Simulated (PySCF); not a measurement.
# Aluminium: highly charged ions in a basis for the neutral atom

Al¹⁰⁺ [He] 2s1, Al¹¹⁺ 1s2. All numbers are calculated (PySCF 2.14, the spin-free X2C one-electron Hamiltonian (Gaussian nucleus), in x2c-TZVPall). No spin-orbit coupling, so a gap to NIST mixes the basis error with missing relativistic terms.

Changed run: basis of the neutral atom used for a highly charged ion. This setting is unsound on purpose.

```csv
species,method,sound run (hartree),changed run (hartree),converged
Al¹⁰⁺,UHF,not run,-177.48337,yes
Al¹⁰⁺,PBE0,not run,-177.44743,yes
Al¹⁰⁺,BP86,not run,-177.54688,yes
Al¹¹⁺,UHF,not run,-161.31977,yes
Al¹¹⁺,PBE0,not run,-161.25407,yes
Al¹¹⁺,BP86,not run,-161.36683,yes
```

Ionisation energy of Al¹⁰⁺:

```json
{"method": "UHF", "changed run (eV)": "439.83", "NIST (eV)": "442.00"}
{"method": "PBE0", "changed run (eV)": "440.64", "NIST (eV)": "442.00"}
{"method": "BP86", "changed run (eV)": "440.28", "NIST (eV)": "442.00"}
```

The contracted functions were made for the neutral atom and can be too rigid for a highly charged ion.
